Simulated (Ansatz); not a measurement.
Input and output for C₄H₄F₄ (`F[C@@H]1C[C@@H](F)C1(F)F`).

```yaml
crystal:
  periodic: [false, false, false]
  atoms:
    - {symbol: F, position_ang: [1.649174, 0.273207, -1.700335]}
    - {symbol: C, position_ang: [0.997961, -0.064625, -0.451958]}
    - {symbol: C, position_ang: [-0.002999, -1.007273, -0.231474]}
    - {symbol: C, position_ang: [-0.998342, -0.136781, -0.126738]}
    - {symbol: F, position_ang: [-2.128075, -0.046025, 0.649509]}
    - {symbol: C, position_ang: [-0.056857, 1.075000, 0.507265]}
    - {symbol: F, position_ang: [-0.288082, 1.557468, 1.429669]}
    - {symbol: F, position_ang: [0.230158, 2.277725, -0.512540]}
    - {symbol: H, position_ang: [1.984846, 0.238873, 0.634888]}
    - {symbol: H, position_ang: [0.195086, -1.539290, 1.293018]}
    - {symbol: H, position_ang: [0.276843, -1.775139, -0.791090]}
    - {symbol: H, position_ang: [-1.434433, 0.151593, -1.081435]}
basis:
  gaussian: {orbitals: ANO-RCC-VTZP}
magnetization: {spin_polarized: true, initial_magnetization: 0}
hamiltonian: {xc: {name: B97}}
accuracy: high
output: {forces: true}
```

```sh
$ ansatz run in.yaml --threads 4 --pin off --events-out ev --progress --plain --max-ram 11315MiB
```

Shortened log:

```
Functional definition: B97
5821 factors; integrals over basis functions are off by at most 3.1e-9 eV
mean field evaluation 1: about -15072.0546 eV, gradient 4.9e1 eV
mean field evaluation 2: about -15051.5638 eV, gradient 8.2e1 eV
mean field evaluation 4: about -15081.5336 eV, gradient 5.6e0 eV
mean field evaluation 8: about -15081.9693 eV, gradient 5.3e-1 eV
mean field evaluation 16: about -15081.9702 eV, gradient 5.1e-4 eV
mean field -15081.97021293 eV, -554.2521823984 hartree, gradient 1.7e-8 eV, S^2 0.000000; 1 other end points of the search recorded, 0 dependent functions left out
reference -15081.97021733 eV, -554.2521825603 hartree; 32, 32 occupied and 264, 264 virtual orbitals, 5821 factors
Total energy: -15081.97021733 eV, -554.2521825603 hartree
Relativity: scalar
Atom 0 at     1.649174     0.273207    -1.700335 Å, force    -2.141625    -1.101898     2.692819 eV/Å
Atom 1 at     0.997961    -0.064625    -0.451958 Å, force     8.938493     6.634401     5.137876 eV/Å
Atom 2 at    -0.002999    -1.007273    -0.231474 Å, force     3.826201    -5.278255     5.729854 eV/Å
Atom 3 at    -0.998342    -0.136781    -0.126738 Å, force    -6.441486     8.116789     0.794724 eV/Å
Atom 4 at    -2.128075    -0.046025     0.649509 Å, force    -1.290369    -2.246487     1.182068 eV/Å
Atom 5 at    -0.056857     1.075000     0.507265 Å, force     4.264603    -9.395412   -26.742269 eV/Å
Atom 6 at    -0.288082     1.557468     1.429669 Å, force    -3.574613     9.059016    20.302036 eV/Å
Atom 7 at     0.230158     2.277725    -0.512540 Å, force    -1.258522    -1.189028     1.244940 eV/Å
Atom 8 at     1.984846     0.238873     0.634888 Å, force    -1.818332    -1.933061    -3.559600 eV/Å
Atom 9 at     0.195086    -1.539290     1.293018 Å, force    -0.370200     1.009366    -3.569491 eV/Å
Atom 10 at     0.276843    -1.775139    -0.791090 Å, force    -0.721741    -4.207332    -2.543859 eV/Å
Atom 11 at    -1.434433     0.151593    -1.081435 Å, force     0.587591     0.531901    -0.669099 eV/Å
Dipole moment:    -0.069463    -0.564146     0.352690 e Å
```

Hardware: 4 threads of an Intel Xeon Platinum 8375C on a shared host. Wall time 5.5 min, peak host memory 4.8 GiB.
